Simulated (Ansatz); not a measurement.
Al3Sb3, relaxed as a singlet with RKS PBE0-D4/def2-SVP in Ansatz, starting from the GFN1-xTB geometry. Force threshold 0.02 eV/Å.

In the def2 sets Sb takes a core potential; there is no spin–orbit coupling. The restricted singlet is unstable towards broken spin symmetry at other levels; at PBE0-D4/def2-SVP this wasn't settled. The structure comes from a short search, and lower isomers may exist.

Start:

```xyz
6

Al   -0.646    1.982   -0.206
Al    2.650   -1.536    0.837
Al   -1.968    0.135    0.665
Sb    0.751    0.265    1.705
Sb    0.660   -0.870   -0.823
Sb   -1.448    0.025   -2.178
```

```tsv
step	energy (eV)	largest force component (eV/Å)	SCF passes
1	-39390.6249	1.161	20
2	-39390.9261	0.580	29
3	-39391.1114	0.412	26
4	-39391.3972	0.544	26
5	-39391.6298	0.318	22
6	-39391.7586	0.301	22
7	-39391.7669	0.209	22
8	-39391.7931	0.094	23
9	-39391.8035	0.099	23
10 (rejected)	-39391.7838	0.425	28
11	-39391.8097	0.098	23
12	-39391.8123	0.087	22
13	-39391.8234	0.095	23
14	-39391.8564	0.135	23
15	-39391.9125	0.156	23
16	-39391.9862	0.181	24
17	-39392.0514	0.245	23
18	-39392.1595	0.233	24
19	-39392.2508	0.229	29
20	-39392.3247	0.232	26
21	-39392.3697	0.402	24
22	-39392.4291	0.230	23
23	-39392.4502	0.237	24
24 (rejected)	-39392.4025	0.404	22
25	-39392.4562	0.161	23
26	-39392.4667	0.036	23
27	-39392.4669	0.016	26
```

Force components are those of the run's own axes.

End:

Cartesian coordinates in Å:
```
Al -0.8159 2.0693 -0.5660
Al 1.0253 -2.5102 0.6594
Al -0.8587 -0.6128 0.9912
Sb 0.7842 1.4216 1.4372
Sb 1.3317 -0.0794 -0.9513
Sb -1.4666 -0.2885 -1.5705
```

Bonds lost: Al2–Sb4 (atoms count from 1). Metal–metal contacts that move far: Al2–Al3 4.91 to 2.69 Å, Al1–Al3 2.43 to 3.10 Å.

No frequencies were taken in this run, so the end may be a saddle point.

Hardware: 4 threads of Arm Neoverse V1 on a shared host. Wall time 1.7 min.
